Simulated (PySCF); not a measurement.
Atom-mapped SMILES (the numbers label the heavy atoms): `[Cl:1][c:2]1[cH:3][se:4][cH:5][n:6]1`. Each H is labelled by its parent atom.

Geometry: PBE0-D3(BJ)/def2-SVP; GIAO shifts from PySCF 2.14.0 with density-fitted response routines, gas phase, non-relativistic, averaged over equivalent atoms.

At PBE0/pcSseg-1 (143 basis functions, 15 s wall time on 1 thread of an Arm Neoverse V1, shared host):
```
atoms  δ (ppm)
  Cl1    230.7
   C5    165.7
   C2    149.1
   C3    126.9
  Se4    776.0
   N6    375.1
H(C5)     8.90
H(C3)     7.17
```

Chemical shifts δ = σref − σ; HCl for 35Cl (σ = 943.27 ppm); TMS for 13C (σ = 184.41 ppm), 1H (σ = 31.27 ppm); 77Se (σ = 1769.71 ppm) against Me2Se; NH3 for 15N (σ = 265.67 ppm), all at this level.

Task: Predict the values at B97-2/pcSseg-2 on the same geometry.

Result: 
```json
{"atoms": "Cl1", "δ at B97-2/pcSseg-2": "235.3", "change": "+4.6"}
{"atoms": "C5", "δ at B97-2/pcSseg-2": "169.5", "change": "+3.8"}
{"atoms": "C2", "δ at B97-2/pcSseg-2": "151.7", "change": "+2.6"}
{"atoms": "C3", "δ at B97-2/pcSseg-2": "128.5", "change": "+1.6"}
{"atoms": "Se4", "δ at B97-2/pcSseg-2": "747.6", "change": "-28.4"}
{"atoms": "N6", "δ at B97-2/pcSseg-2": "368.4", "change": "-6.7"}
{"atoms": "H(C5)", "δ at B97-2/pcSseg-2": "9.14", "change": "+0.24"}
{"atoms": "H(C3)", "δ at B97-2/pcSseg-2": "7.28", "change": "+0.11"}
```

δ = σ(ref) − σ, references computed at the same level: 35Cl (σ = 936.59 ppm) vs HCl; TMS for 13C (σ = 183.46 ppm) and 1H (σ = 31.36 ppm); 77Se (σ = 1737.26 ppm) vs Me2Se; 15N (σ = 259.60 ppm) against NH3.

The largest change is at Se4 (selenium bonded to 2 C, in a 5-membered ring). Cost: 278 basis functions, 40 s wall time on 1 thread of an Arm Neoverse V1, shared host. The order of the carbon signals is the same at both levels.

Relativistic effects, spin–orbit coupling among them, are left out; they matter for Se and for the light atoms bonded to it. Carbons that carry Cl, above all several Cl atoms, come out too deshielded, partly because spin–orbit coupling is missing. Experimental scales use liquid or dissolved standards, which lie at an offset from isolated NH3 (liquid NH3: subtract about 20 ppm). Unscaled 15N shifts of sp2 nitrogen come out 20 to 40 ppm too high even then.
